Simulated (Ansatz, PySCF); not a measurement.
H8N3Si3, SMILES N1[SiH]N[SiH2]N[SiH2]1 (connectivity only; charge and spin as stated), charge +1, multiplicity 1. Atoms are numbered in the order given.

```xyz
14

N      0.6234    -1.5554     0.0657
Si     1.6720    -0.3062    -0.2378
N      1.1003     1.2505    -0.1886
Si    -0.6413     1.6943     0.0731
N     -1.4881     0.2266    -0.2867
Si    -1.1588    -1.3504     0.3497
H      1.0072    -2.5004     0.1240
H      3.0939    -0.5719    -0.5037
H      1.7744     2.0121    -0.2848
H     -0.9944     2.7616    -0.8865
H     -0.7515     2.1100     1.4899
H     -2.1515     0.2693    -1.0581
H     -1.8709    -2.3936    -0.4178
H     -1.3565    -1.4517     1.8135
```
Charge +1, spin multiplicity 1.

Geometry optimised at ωB97X-D3(BJ)/def2-SVP. The spin state was assumed, not searched. The isomer is the one that the SMILES or the coordinates give; other isomers of the formula were not compared.

Two levels are set side by side: PBE-D3(BJ)/def2-SVP (Ansatz, a first-principles code) and ωB97X-D3(BJ)/def2-SVP (PySCF). Each level has its own optimised geometry; the coordinates shown are those of the second. Frequencies come from the Hessian of PySCF at each geometry. Differences are taken from unrounded values.

```
quantity                            ωB97X-D3(BJ)  PBE-D3(BJ)  PBE-D3(BJ) minus ωB97X-D3(BJ)
----------------------------------  ------------  ----------  -----------------------------
mean bond length (Å)                       1.490       1.503                          0.013
bond N1–Si2 (Å)                            1.659       1.677                          0.018
bond N1–Si6 (Å)                            1.816       1.830                          0.014
bond Si2–N3 (Å)                            1.659       1.677                          0.018
bond N3–Si4 (Å)                            1.816       1.830                          0.014
bond Si4–N5 (Å)                            1.732       1.745                          0.013
bond N5–Si6 (Å)                            1.732       1.745                          0.013
bond N1–H7 (Å)                             1.022       1.030                          0.008
bond Si2–H8 (Å)                            1.471       1.484                          0.013
bond N3–H9 (Å)                             1.022       1.030                          0.008
bond Si4–H10 (Å)                           1.478       1.491                          0.013
bond Si4–H11 (Å)                           1.481       1.494                          0.013
bond N5–H12 (Å)                            1.018       1.026                          0.008
bond Si6–H13 (Å)                           1.478       1.491                          0.013
bond Si6–H14 (Å)                           1.481       1.494                          0.013
highest harmonic wavenumber (cm⁻¹)          3626        3504                           -122
mean harmonic wavenumber (cm⁻¹)             1165        1112                            -54
zero-point energy (kcal/mol)               59.98       57.22                          -2.76
```

Exact exchange shortens and stiffens bonds; PBE has none. Differences between two approximate levels are no errors against the true value.
